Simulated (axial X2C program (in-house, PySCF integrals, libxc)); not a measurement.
How the levels of TmI⁺ (f13 s0 orbitals) move with the bond length

Calculated with an axial X2C code built on PySCF integrals: two-component X2C with atomic mean-field Coulomb and Gaunt terms, basis Tm dyall-v3z, I dyall-v3z (cores contracted in-house). Orbitals come from Hartree–Fock averaged over the configuration Tm f13 s0; CI then distributes these electrons over the f, s shells of Tm.

At R = 2.843 Å:

```csv
Ω,energy (cm⁻¹),g∥,configuration
1/2,0,1.15,100% f13
3/2,90,3.45,100% f13
5/2,281,5.73,100% f13
7/2,569,8.00,100% f13
1/2,8628,0.85,100% f13
3/2,8782,2.55,100% f13
5/2,9111,4.27,100% f13
```

g∥ is the magnitude of 2⟨Lz + ge Sz⟩ for the +Ω component. The lowest 14 levels at most are listed.

At R = 3.070 Å:

```
  Ω  energy (cm⁻¹)    g∥  configuration
1/2              0  1.15       100% f13
3/2            102  3.45       100% f13
5/2            305  5.73       100% f13
7/2            605  8.00       100% f13
1/2           8628  0.85       100% f13
3/2           8799  2.55       100% f13
5/2           9143  4.27       100% f13
```

The lowest level lies 1484 cm⁻¹ above the lowest at the first distance.

**Question.** How does the gap from the lowest to the fifth level change between the two distances?

**Answer.** From 8628 to 8628 cm⁻¹, a factor of 1.00.

There is no dynamic correlation: spin–orbit spacings and, for f shells, spacings inside one term are the most reliable numbers, splittings between terms come out too wide, and energies between configurations are not reliable, so the lowest level need not be the ground state of the molecule. At most 4 roots were kept for each Ω > 0 (twice that for Ω = 0) within 2.2 eV of the lowest, so higher up levels can be missing between those listed; levels with Ω > 0 are doubly degenerate and listed once, Ω = 0 levels singly. States that fill the shells left empty in the average are placed too high.
